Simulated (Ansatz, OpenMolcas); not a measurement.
## Abstraction of F: BCl2F + NO2 → BCl2 + NO2F

Species: BCl2F (dichlorofluoroborane) `FB(Cl)Cl`, singlet; NO2 `[O]N=O`, doublet; BCl2 `Cl[B]Cl`, doublet; NO2F `O=[N+]([O-])F`, singlet. A radical takes F: the energy is the difference in strength between the B–F bond broken and the N–F bond made.

Shapes, held fixed at every level: PBE0-D4/def2-TZVP. Programs: Ansatz 0.2.0, OpenMolcas 26.06. The zero-point and thermal change to 298 K, harmonic and unscaled (PBE0-D4/def2-TZVP), is 0.0 kJ/mol.

```csv
level,kind,ΔH(298 K) (kJ/mol)
HF/STO-3G,Hartree–Fock,+582.8
r2SCAN/STO-3G,meta-GGA,+555.6
B3LYP/STO-3G,global hybrid,+573.4
r2SCAN0/STO-3G,global hybrid,+561.8
HSE06/STO-3G,range-separated hybrid,+566.0
wB97X/STO-3G,range-separated hybrid,+576.1
CCSD/STO-3G,coupled cluster or CI,+567.6
B3LYP/6-31G* (spherical functions),global hybrid,+454.1
```

B3LYP/6-31G* (spherical functions) gives ΔH(298 K) = +454.1 kJ/mol; the levels span +454.1 to +582.8. The median of the levels is +566.8. No measured value is set beside it here. T1 is large for NO2 (0.075), so single-reference values are less sure there. Spin contamination: NO2 (⟨S²⟩ up to 1.18). Open shells run unrestricted. B3LYP/6-31G* (spherical functions) lies outside the range of all other levels here, so it shouldn't be taken on trust. Rows in sets without polarisation functions are far from converged.
